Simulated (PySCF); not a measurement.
GeH⁺: mean field, correlation and small terms against distance

State: ¹Σ⁺, singlet, closed shell. RHF-based CCSD(T) in PySCF 2.14 with Ge cc-pwCVDZ-PP with ECP10, H aug-cc-pVDZ and Ge cc-pwCVTZ-PP with ECP10, H aug-cc-pVTZ (frozen core orbitals: 4; scalar-relativistic core potentials). Correlation energies are extrapolated as n⁻³ (n = 2, 3), Hartree–Fock as (n+1)·exp(−9√n). All energies in eV from Ge⁺ + H.

| R (Å) | HF/CBS | CCSD corr. | (T) | total |
| --- | --- | --- | --- | --- |
| 1.4054 | -1.865 | -0.982 | -0.0275 | -2.874 |
| 1.4693 | -2.043 | -0.974 | -0.0284 | -3.046 |
| 1.5332 | -2.121 | -0.972 | -0.0299 | -3.124 |
| 1.5971 | -2.122 | -0.975 | -0.0319 | -3.130 |
| 1.6609 | -2.064 | -0.983 | -0.0345 | -3.082 |
| 1.7408 | -1.928 | -0.999 | -0.0385 | -2.966 |
| 1.8206 | -1.741 | -1.022 | -0.0435 | -2.806 |

A fit to the total gives Re = 1.5707 Å, De = 3.135 eV, ωe = 2013.9 cm⁻¹, Be = 6.872 cm⁻¹ (masses 73.9212 and 1.0078 u).

**Question.** At R = 1.5971 Å the CCSD correlation energy is -0.306590 hartree in the smaller basis and -0.511600 in the larger. Extrapolate it.

**Answer.** (3³·E3 − 2³·E2)/(3³ − 2³) = -0.59792 hartree; the larger basis holds 85.6 % of it.

The T1 diagnostic is 0.012. The open-shell atoms are computed with UHF. Spin–orbit coupling, excitations beyond (T) and corrections to the Born–Oppenheimer picture are left out.
